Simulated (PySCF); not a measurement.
LDA on Sn (tin, neutral), [Kr] 4d10 5s2 5p1 5d1, one real determinant (an excited configuration). Calculation: PySCF 2.14, in aug-cc-pwCVDZ-PP with ECP28MDF; a scalar-relativistic core potential.

```
cycle= 1 E= -213.685390470847  delta_E= -0.0115  |g|= 0.125  |ddm|=  1.2
cycle= 2 E= -213.685337487953  delta_E= 5.3e-05  |g|= 0.122  |ddm|= 0.52
cycle= 3 E= -213.688244977053  delta_E= -0.00291  |g|= 0.00426  |ddm|= 0.318
cycle= 4 E= -213.688253207378  delta_E= -8.23e-06  |g|= 4.89e-05  |ddm|= 0.023
cycle= 5 E= -213.688253208151  delta_E= -7.73e-10  |g|= 4.9e-06  |ddm|= 0.000149
converged SCF energy = -213.688253208151  <S^2> = 2.0005701  2S+1 = 3.0003801
```

Highest occupied orbital energy: 0.449 eV; ⟨L²⟩ = 8.00; populations by l: s 4.00, p 7.00, d 11.00, f 0.00.

Q: Can this result be used?

A: Not for this state. The calculation finished and met its thresholds. ⟨L²⟩ = 8.00 against 12 for a pure F term, so this real determinant mixes terms. Energies and moments cover only the electrons outside the core potential. The outer electron is Rydberg-like, and this basis confines it to a smaller radius and binds it less than a complete one would. At LDA the highest occupied level has a positive energy, so only the finite basis holds that electron; for this excited configuration the basis is too tight for the outer shell.
